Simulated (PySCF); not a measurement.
## Dipole moment and polarisability of `CO[SiH2]S[Si@H](C)O`

Compound: C₂H₁₀O₂SSi₂.
Cartesian coordinates in Å at the GFN2-xTB level; atoms count from 1:
```
atom  x, y, z in Å
C1     2.8875    0.5513    0.6576
O2     1.6601    0.2118    0.0781
Si3    1.3766   -1.1196   -0.8304
S4    -0.6307   -0.9676   -1.4714
Si5   -1.6969   -0.1832    0.2700
C6    -3.3652    0.4544   -0.3336
O7    -0.8522    1.0421    0.9020
H8     2.7689    1.5060    1.1699
H9     3.1958   -0.2108    1.3760
H10    3.6599    0.6444   -0.1074
H11    1.6004   -2.3058   -0.0076
H12    2.1992   -1.1217   -2.0298
H13   -1.7847   -1.2913    1.2190
H14   -3.9268    0.8786    0.4919
H15   -3.2454    1.2245   -1.0902
H16   -3.9538   -0.3471   -0.7662
H17    0.1004    1.0460    0.7610
```

Level: CAM-B3LYP/def2-SVPD (PySCF), static field, nuclei fixed, core orbitals frozen in the response. The polarisability tensor in these axes (au):

```
x   125.09  -5.88  -0.31
y    -5.88  91.10   5.48
z    -0.31   5.48  94.75
```

**Question.** Diagonalise the tensor; give its mean and Δα, where Δα² is half the sum of the squared differences of the eigenvalues.

**Answer.** Principal values 86.59, 98.22 and 126.13 au; mean 103.65 au = 15.36 Å³ = 17.09 × 10⁻⁴⁰ C²·m²/J; Δα = 35.20 au (34 % of the mean).

**Question.** What is the dipole moment, and where does it point?

**Answer.** (2.15, -0.05, 0.78) D, 2.29 D in size, pointing from the negative to the positive side. Measured along this direction, the outermost atoms are H16 at the negative end and H9 and H10 at the positive end.

**Question.** Give the eigenvalues of the traceless quadrupole moment Θ = ½Σq(3rr − r²1), origin at the centre of nuclear charge.

**Answer.** -9.43, -5.85, 15.28 D·Å. The values depend on the origin, since the dipole doesn't vanish. The electronic extent ⟨r²⟩ about the same centre is 1638 bohr², a root-mean-square distance of 2.37 Å for the 82 electrons.

**Question.** What would n − 1 = 2πNα be for an ideal gas of these molecules at 273.15 K and 1 atm, electronic part alone?

**Answer.** N = p/kT = 2.6868 × 10¹⁹ cm⁻³, so n − 1 = 2π × N × 15.36 × 10⁻²⁴ cm³ = 2593 × 10⁻⁶ at long wavelengths.

**Question.** What depolarisation ratio follows for Rayleigh scattering of linearly polarised light, taking the static tensor?

**Answer.** ρ = 3Δα²/(45ᾱ² + 4Δα²) = 3716.2/(483436 + 4954.9) = 0.00761.

One conformer (not necessarily the lowest) at the GFN2-xTB geometry, without solvent, vibrations or thermal averaging.
